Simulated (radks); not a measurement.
Yb+, configuration [Xe] 4f12.5 6s2 6p0.5 (fractional occupations, a model configuration).

Method: Dirac Kohn-Sham, PBE, spin-unpolarised, spherical densities, point nucleus; open shells fill j = l - 1/2 first; computed with a radial shooting solver on a logarithmic mesh with Libxc functionals.

Energy parts (hartree):
part                       energy
total                 -14075.3603
kinetic                15641.2928
electron-nucleus      -34905.7055
Hartree                 5482.7508
exchange-correlation    -293.6985

Orbitals (lengths in bohr, moments of r in powers of bohr; <r^-3> diverges for s and p1/2; r(90%) holds 90 % of the orbital's charge):
[
 {"orbital": "1s1/2", "occ.": "2", "eigenvalue (hartree)": "-2248.685", "<1/r>": "80.67", "r(90%)": "0.0357", "<r^-3>": "-", "<r^4>": "7.553e-07", "small-component weight": "6.90e-02"},
 {"orbital": "2s1/2", "occ.": "2", "eigenvalue (hartree)": "-381.4234", "<1/r>": "19.47", "r(90%)": "0.129", "<r^-3>": "-", "<r^4>": "0.0001156", "small-component weight": "1.55e-02"},
 {"orbital": "2p1/2", "occ.": "2", "eigenvalue (hartree)": "-363.7970", "<1/r>": "19.44", "r(90%)": "0.114", "<r^-3>": "-", "<r^4>": "0.00007040", "small-component weight": "1.55e-02"},
 {"orbital": "2p3/2", "occ.": "4", "eigenvalue (hartree)": "-325.3196", "<1/r>": "16.69", "r(90%)": "0.124", "<r^-3>": "13470", "<r^4>": "0.00009812", "small-component weight": "1.42e-02"},
 {"orbital": "3s1/2", "occ.": "2", "eigenvalue (hartree)": "-86.63552", "<1/r>": "7.136", "r(90%)": "0.318", "<r^-3>": "-", "<r^4>": "0.004343", "small-component weight": "5.03e-03"},
 {"orbital": "3p1/2", "occ.": "2", "eigenvalue (hartree)": "-78.86781", "<1/r>": "7.050", "r(90%)": "0.310", "<r^-3>": "-", "<r^4>": "0.003876", "small-component weight": "4.97e-03"},
 {"orbital": "3p3/2", "occ.": "4", "eigenvalue (hartree)": "-70.70209", "<1/r>": "6.344", "r(90%)": "0.329", "<r^-3>": "2975", "<r^4>": "0.004961", "small-component weight": "4.58e-03"},
 {"orbital": "3d3/2", "occ.": "4", "eigenvalue (hartree)": "-57.50053", "<1/r>": "6.232", "r(90%)": "0.302", "<r^-3>": "509.2", "<r^4>": "0.003445", "small-component weight": "4.47e-03"},
 {"orbital": "3d5/2", "occ.": "6", "eigenvalue (hartree)": "-55.71716", "<1/r>": "6.062", "r(90%)": "0.307", "<r^-3>": "441.2", "<r^4>": "0.003716", "small-component weight": "4.36e-03"},
 {"orbital": "4s1/2", "occ.": "2", "eigenvalue (hartree)": "-17.71355", "<1/r>": "2.989", "r(90%)": "0.700", "<r^-3>": "-", "<r^4>": "0.1047", "small-component weight": "1.63e-03"},
 {"orbital": "4p1/2", "occ.": "2", "eigenvalue (hartree)": "-14.57017", "<1/r>": "2.879", "r(90%)": "0.721", "<r^-3>": "-", "<r^4>": "0.1166", "small-component weight": "1.54e-03"},
 {"orbital": "4p3/2", "occ.": "4", "eigenvalue (hartree)": "-12.71450", "<1/r>": "2.635", "r(90%)": "0.767", "<r^-3>": "676.4", "<r^4>": "0.1496", "small-component weight": "1.40e-03"},
 {"orbital": "4d3/2", "occ.": "4", "eigenvalue (hartree)": "-7.54717", "<1/r>": "2.415", "r(90%)": "0.828", "<r^-3>": "99.90", "<r^4>": "0.2028", "small-component weight": "1.21e-03"},
 {"orbital": "4d5/2", "occ.": "6", "eigenvalue (hartree)": "-7.20799", "<1/r>": "2.355", "r(90%)": "0.845", "<r^-3>": "84.93", "<r^4>": "0.2199", "small-component weight": "1.17e-03"},
 {"orbital": "5s1/2", "occ.": "2", "eigenvalue (hartree)": "-2.65223", "<1/r>": "1.135", "r(90%)": "1.70", "<r^-3>": "-", "<r^4>": "3.625", "small-component weight": "3.43e-04"},
 {"orbital": "5p1/2", "occ.": "2", "eigenvalue (hartree)": "-1.76841", "<1/r>": "1.008", "r(90%)": "1.92", "<r^-3>": "-", "<r^4>": "5.904", "small-component weight": "2.76e-04"},
 {"orbital": "5p3/2", "occ.": "4", "eigenvalue (hartree)": "-1.51803", "<1/r>": "0.9235", "r(90%)": "2.07", "<r^-3>": "89.67", "<r^4>": "8.014", "small-component weight": "2.40e-04"},
 {"orbital": "4f5/2", "occ.": "6", "eigenvalue (hartree)": "-0.90818", "<1/r>": "1.828", "r(90%)": "1.21", "<r^-3>": "13.67", "<r^4>": "1.168", "small-component weight": "7.57e-04"},
 {"orbital": "4f7/2", "occ.": "6.5", "eigenvalue (hartree)": "-0.85561", "<1/r>": "1.800", "r(90%)": "1.24", "<r^-3>": "13.04", "<r^4>": "1.281", "small-component weight": "7.40e-04"},
 {"orbital": "6s1/2", "occ.": "2", "eigenvalue (hartree)": "-0.44278", "<1/r>": "0.3972", "r(90%)": "4.60", "<r^-3>": "-", "<r^4>": "192.1", "small-component weight": "4.97e-05"},
 {"orbital": "6p1/2", "occ.": "0.5", "eigenvalue (hartree)": "-0.28513", "<1/r>": "0.3237", "r(90%)": "5.65", "<r^-3>": "-", "<r^4>": "434.3", "small-component weight": "3.35e-05"},
 {"orbital": "6p3/2", "occ.": "0", "eigenvalue (hartree)": "-0.26043", "<1/r>": "0.3035", "r(90%)": "6.00", "<r^-3>": "9.067", "<r^4>": "553.2", "small-component weight": "3.02e-05"}
]

The highest occupied level is 6p1/2 at -7.759 eV. The density falls to 0.001 e/bohr^3 at r = 4.81 bohr. Summed over all electrons, <r^2> = 62.60 bohr^2, which gives a Langevin (diamagnetic) susceptibility term of -49.6 x 10^-6 cm^3/mol.
